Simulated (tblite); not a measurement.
Species: C₆H₁₃FOSi.
Cartesian coordinates in Å at the GFN2-xTB level; atoms count from 1:
```xyz
22
C6H13FOSi angstrom
C     -2.0094   -0.9968    0.6443
C     -1.0843    0.2091    0.5040
C     -1.8227    1.3413   -0.2093
C      0.1921   -0.1930   -0.2394
Si     1.2515   -1.5763    0.5492
O      2.6911   -0.8925    0.1798
C      2.6049    0.2935   -0.5605
C      1.2242    0.9256   -0.3445
F      0.9672    1.7854   -1.3952
H     -2.2972   -1.3666   -0.3372
H     -1.5165   -1.8030    1.1827
H     -2.9125   -0.7193    1.1830
H     -0.8055    0.5519    1.5081
H     -2.7264    1.6035    0.3371
H     -1.2037    2.2303   -0.2897
H     -2.1047    1.0331   -1.2141
H     -0.0816   -0.4743   -1.2620
H      1.1537   -1.6515    2.0028
H      1.1082   -2.8586   -0.1317
H      2.7286    0.0737   -1.6270
H      3.4120    0.9598   -0.2452
H      1.2209    1.5441    0.5616
```

Method: GFN2-xTB as coded in tblite; computed harmonic values from a numerical Hessian at the method's own geometry, unscaled. Against measured fundamentals such values can be off by several per cent, at times by over 20. Modes of hydrogen on silicon can be 10 to 20 % off. One conformer, not necessarily the lowest.

Harmonic wavenumbers (cm⁻¹): 59.6, 80.6, 138.1, 154.6, 208.1, 214.8, 258.4, 286.8, 327.3, 397.7, 403.6, 467.4, 485.7, 502.7, 545.2, 586.1, 690.6, 770.5, 789.6, 813.9, 895.8, 925.2, 949.6, 985.0, 999.7, 1027.2, 1044.9, 1092.4, 1116.2, 1127.4, 1149.5, 1176.7, 1190.6, 1203.1, 1245.1, 1273.0, 1304.7, 1322.3, 1326.6, 1353.7, 1411.2, 1425.8, 1484.3, 1495.2, 1496.9, 1505.0, 1511.8, 2295.6, 2315.3, 2910.3, 2913.6, 2927.0, 2934.2, 2962.3, 3026.3, 3028.5, 3033.4, 3034.3, 3039.5, 3056.7.

A = 1798, B = 1204, C = 764.0 MHz; mass 148.072 u (most abundant isotopes); point group C1, symmetry number 1.

Q: What is the zero-point energy?

A: Half the sum of the wavenumbers: 39349 cm⁻¹ = 112.50 kcal/mol.

Q: Entropy at 200 K, 1 bar (ideal gas, RRHO, classical rotation)?

A: Translation 38.93, rotation 28.46, vibration 18.46: S = 85.9 cal/(mol K).

Q: And Cp and H(200 K) − H(0)?

A: Cp = 30.56 cal/(mol K), of which vibrations give 22.61 (their classical limit is 60 R = 119.2); H(200 K) − H(0) = 3.73 kcal/mol without the zero-point energy, 2.14 from vibrations.

Q: What must be added to the electronic energy to get the Gibbs energy at 200 K and 1 bar?

A: ZPE + [H(200 K) − H(0)] − T·S = 112.50 + 3.73 − 17.17 = 99.06 kcal/mol.

Q: Blend soft modes into free rotors: weight 1/[1 + (100 cm⁻¹/ν̃)⁴] for the oscillator and the rest for a rotor with moment μB/(μ + B), μ = h/(8π²ν), B = 10⁻⁴⁴ kg m². What vibrational entropy results?

A: 17.63 cal/(mol K) in place of 18.46, which changes −T·S at 200 K by +0.17 kcal/mol.

Q: Which modes carry the vibrational entropy at 200 K?

A: 59.6 cm⁻¹: 3.69; 80.6 cm⁻¹: 3.10; 138.1 cm⁻¹: 2.08; 154.6 cm⁻¹: 1.88; 208.1 cm⁻¹: 1.36; 214.8 cm⁻¹: 1.31 cal/(mol K); the other 54 give 5.05 together.

Hindered rotation and anharmonicity are outside this model. Other conformers, if any are populated, would add a mixing term that is left out. The structure is chiral; the term R ln 2 for an equal mix with its mirror image is left out.

On one thread of an Arm Neoverse V1, shared host with 32 logical CPUs at a one-minute load of 9.4, this took 1.0 s of wall time. The figure is for the frequency step alone.
